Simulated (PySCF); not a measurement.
# Tl⁺ (thallium, charge +1) across methods

[Xe] 4f14 5d10 6s1 6p1, high-spin 3P determinant (an excited configuration). Computed with PySCF 2.14 in x2c-QZVPPall (16s10p9d6f1g, 142 functions), with scalar relativity by spin-free X2C-1e.

| method | E (hartree) | mean ε 5d β (eV) | mean ε 6s α (eV) | mean ε 6p α (eV) | Σ⟨r²⟩ (bohr²) | ⟨S²⟩ |
| --- | --- | --- | --- | --- | --- | --- |
| PBE0 | -20249.05 | -26.290 | -19.184 | -10.652 | 56.06 | 2.002 |
| r2SCAN | -20249.31 | -24.616 | -18.491 | -10.029 | 55.83 | 2.004 |
| UHF | -20243.39231 | -31.570 | -21.764 | -12.965 | 56.39 | 2.004 |
| LDA | -20237.06 | -24.443 | -18.345 | -9.837 | 56.14 | 2.001 |

Q: Estimate the same row for PBE.

A: E (hartree) = -20249.32; mean ε 5d β (eV) = -24.190; mean ε 6s α (eV) = -18.048; mean ε 6p α (eV) = -9.730; Σ⟨r²⟩ (bohr²) = 56.27; ⟨S²⟩ = 2.002.

Spin-orbit coupling, absent here, splits the open shell strongly.
